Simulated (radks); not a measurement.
Values are calculated unless marked as measured or tabulated.
The lutetium anion Lu- inside a hard spherical wall (all orbitals vanish at R), configuration held at [Xe] 4f14 5d2 6s2 and not refilled when levels cross. Level of theory: scalar-relativistic Kohn-Sham, PBE, spin-polarised, spherical densities, point nucleus; open shells are filled with parallel spins first (spin-orbit coupling, left out, can overturn this in heavy ions) (a radial shooting solver on a logarithmic mesh with Libxc functionals). Eigenvalues in eV for spin up, with the zero of energy where the potential of the charges vanishes at infinity; a dash marks a level that is unbound or too diffuse for the functional's potential to be trusted. A positive occupied level is held by the wall or, in an anion where self-interaction has pushed it up, behind a barrier. The pressure on the wall is -dE/dV.

[
 {"R (bohr)": "20", "E (hartree)": "-14563.3377", "kinetic (hartree)": "15915.495", "e(5p)": "-27.662", "e(4f)": "-5.444", "e(6s)": "-1.307", "e(6p, empty)": "-", "e(7s, empty)": "-", "e(5d)": "1.683", "pressure (GPa)": "0.00692"},
 {"R (bohr)": "15", "E (hartree)": "-14563.3311", "kinetic (hartree)": "15915.482", "e(5p)": "-26.813", "e(4f)": "-4.584", "e(6s)": "-0.680", "e(6p, empty)": "1.861", "e(7s, empty)": "2.546", "e(5d)": "2.361", "pressure (GPa)": "0.0175"},
 {"R (bohr)": "6", "E (hartree)": "-14563.1136", "kinetic (hartree)": "15916.180", "e(5p)": "-20.583", "e(4f)": "1.774", "e(6s)": "4.085", "e(6p, empty)": "8.692", "e(7s, empty)": "21.083", "e(5d)": "7.774", "pressure (GPa)": "10.3"},
 {"R (bohr)": "5", "E (hartree)": "-14562.8599", "kinetic (hartree)": "15916.947", "e(5p)": "-17.522", "e(4f)": "5.008", "e(6s)": "7.816", "e(6p, empty)": "14.115", "e(7s, empty)": "34.790", "e(5d)": "10.976", "pressure (GPa)": "36.5"},
 {"R (bohr)": "4", "E (hartree)": "-14562.1620", "kinetic (hartree)": "15919.103", "e(5p)": "-12.506", "e(4f)": "10.610", "e(6s)": "16.678", "e(6p, empty)": "26.602", "e(7s, empty)": "64.485", "e(5d)": "17.092", "pressure (GPa)": "173"},
 {"R (bohr)": "3", "E (hartree)": "-14559.5101", "kinetic (hartree)": "15928.047", "e(5p)": "-1.208", "e(4f)": "23.842", "e(6s)": "44.722", "e(6p, empty)": "62.969", "e(7s, empty)": "143.69", "e(5d)": "32.487", "pressure (GPa)": "1390"},
 {"R (bohr)": "1.5", "E (hartree)": "-14493.7508", "kinetic (hartree)": "16131.440", "e(5p)": "149.92", "e(4f)": "149.95", "e(6s)": "453.32", "e(6p, empty)": "512.72", "e(7s, empty)": "978.43", "e(5d)": "224.65", "pressure (GPa)": "194000"}
]
